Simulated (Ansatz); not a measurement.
C6H5F3Sn (`[F][Sn]([F])([F])[c]1ccccc1`), relaxed with RKS PBE0-D4/def2-TZVP in Ansatz from a PBE-D4/def2-SVP geometry. The force threshold is 0.005 eV/Å; the program also tests the step.

The species carries charge 0 and has multiplicity 1. Sn takes the def2 core potential.

Start:

```xyz
15

F    -0.688    3.082    2.077
Sn   -0.111    2.573    0.289
F    -1.320    3.395   -0.995
F     1.546    3.564    0.048
C    -0.009    0.462    0.051
C    -0.227   -0.097   -1.221
C    -0.162   -1.492   -1.371
C     0.110   -2.309   -0.262
C     0.313   -1.740    1.006
C     0.251   -0.347    1.172
H    -0.451    0.540   -2.089
H    -0.329   -1.941   -2.362
H     0.160   -3.401   -0.388
H     0.517   -2.383    1.875
H     0.400    0.095    2.168
```

(1) By how much does the energy fall, and how many steps does the optimiser take? (Estimate.)

(2) Which bonds change most? (Estimate.)

(3) Give the relaxed structure. (Estimate.)

Answers

(1) Ansatz gave: 3.66 kcal/mol, in 5 steps.

(2) Computed: Sn2–F4 from 1.946 to 1.898 Å; F1–Sn2 from 1.946 to 1.900 Å; Sn2–F3 from 1.946 to 1.900 Å; Sn2–C5 from 2.127 to 2.093 Å.

(3) Ansatz gave: 
```xyz
15

F    -0.682    3.062    2.020
Sn   -0.110    2.539    0.285
F    -1.294    3.372   -0.944
F     1.506    3.507    0.052
C    -0.014    0.462    0.050
C    -0.222   -0.100   -1.206
C    -0.159   -1.477   -1.355
C     0.107   -2.283   -0.258
C     0.309   -1.720    0.993
C     0.249   -0.344    1.154
H    -0.439    0.524   -2.066
H    -0.321   -1.919   -2.331
H     0.155   -3.359   -0.379
H     0.513   -2.352    1.849
H     0.400    0.089    2.136
```
